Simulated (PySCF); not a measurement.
A mixed set of molecules.

All values: B3LYP/def2-SVPD (PySCF) at GFN2-xTB geometries, gas phase, one conformer each. Core orbitals are frozen in the response; Δα² is half the sum of the squared differences of the principal polarisabilities.

(1) Rank by polarisability anisotropy Δα, highest first.
A. `[OH:1][Si@H:2]1[O:3][CH2:4][c:5]2[cH:6][cH:7][cH:8][n:9]21` with H–O1–Si2–O3 -41°, O1–Si2–O3–C4 134°, Si2–O3–C4–C5 -12°, O3–C4–C5–C6 -174°, O1–Si2–N9–C8 57°
B. `[F:1][CH2:2][C@@H:3]([F:4])[C:5]([F:6])=[C:7]([F:8])[F:9]` with F1–C2–C3–F4 -80°, C2–C3–C5–F6 95°
C. `[N:1]#[C:2][C@@H:3]1[CH2:4][O:5][SiH2:6][CH2:7][C:8]1=[O:9]` with C2–C3–C4–O5 -65°, C3–C4–O5–Si6 -45°, C4–O5–Si6–C7 34°, O5–Si6–C7–C8 -39°
D. `[CH2:1]=[C:2]([C:3]#[N:4])[CH2:5][SiH2:6][O:7][CH:8]=[O:9]` with C1–C2–C5–Si6 100°, C2–C5–Si6–O7 -179°, C5–Si6–O7–C8 176°, Si6–O7–C8–O9 -1°

(2) Rank by HOMO energy, lowest first.
A. `O[Si@H]1OCC2=CC=CN21`
B. `[SiH3]P[SiH3]`
C. `FC[C@@H](F)C(F)=C(F)F`
D. `N#C[C@@H]1CO[SiH2]CC1=O`
E. `C=C(C#N)C[SiH2]OC=O`

(3) Rank by HOMO–LUMO gap, lowest first.
A. `C=C(C#N)C[SiH2]OC=O`
B. `O[Si@H]1OCc2cccn21`
C. `[SiH3]P[SiH3]`
D. `[SiH](C)([SiH3])C`
E. `[C@H](CF)(F)C(=C(F)F)F`

Results:

(1) A (5.40 Å³), D (4.44 Å³), B (2.63 Å³), C (1.96 Å³).

(2) E (-7.87 eV), D (-7.71 eV), C (-7.56 eV), B (-7.02 eV), A (-5.95 eV).

(3) B (5.80 eV), A (5.94 eV), C (6.85 eV), E (7.15 eV), D (7.89 eV).

All values together:

| SMILES | formula | μ (D) | HOMO (eV) | LUMO (eV) | α (Å³) | Δα (Å³) | electrons | α per electron (Å³) |
| --- | --- | --- | --- | --- | --- | --- | --- | --- |
| N#C[C@@H]1CO[SiH2]CC1=O | C5H7NO2Si | 2.34 | -7.71 | -1.72 | 13.01 | 1.96 | 74 | 0.176 |
| O[Si@H]1OCc2cccn21 | C5H7NO2Si | 0.90 | -5.95 | -0.15 | 13.17 | 5.40 | 74 | 0.178 |
| FC[C@@H](F)C(F)=C(F)F | C4H3F5 | 2.71 | -7.56 | -0.41 | 7.93 | 2.63 | 72 | 0.110 |
| C=C(C#N)C[SiH2]OC=O | C5H7NO2Si | 4.35 | -7.87 | -1.93 | 14.07 | 4.44 | 74 | 0.190 |
| [SiH3]P[SiH3] | H7PSi2 | 0.67 | -7.02 | -0.18 | 12.67 | 4.38 | 50 | 0.253 |
| C[SiH](C)[SiH3] | C2H10Si2 | 0.85 | -7.89 | 0.00 | 12.49 | 2.76 | 50 | 0.250 |

Conformers: `[N:1]#[C:2][C@@H:3]1[CH2:4][O:5][SiH2:6][CH2:7][C:8]1=[O:9]` with C2–C3–C4–O5 -65°, C3–C4–O5–Si6 -45°, C4–O5–Si6–C7 34°, O5–Si6–C7–C8 -39°; `[OH:1][Si@H:2]1[O:3][CH2:4][c:5]2[cH:6][cH:7][cH:8][n:9]21` with H–O1–Si2–O3 -41°, O1–Si2–O3–C4 134°, Si2–O3–C4–C5 -12°, O3–C4–C5–C6 -174°, O1–Si2–N9–C8 57°; `[F:1][CH2:2][C@@H:3]([F:4])[C:5]([F:6])=[C:7]([F:8])[F:9]` with F1–C2–C3–F4 -80°, C2–C3–C5–F6 95°; `[CH2:1]=[C:2]([C:3]#[N:4])[CH2:5][SiH2:6][O:7][CH:8]=[O:9]` with C1–C2–C5–Si6 100°, C2–C5–Si6–O7 -179°, C5–Si6–O7–C8 176°, Si6–O7–C8–O9 -1°.

**Question.** How closely does the mean polarisability follow the number of electrons in this set?

**Answer.** The correlation coefficient is -0.07; α per electron runs from 0.110 to 0.253 Å³.
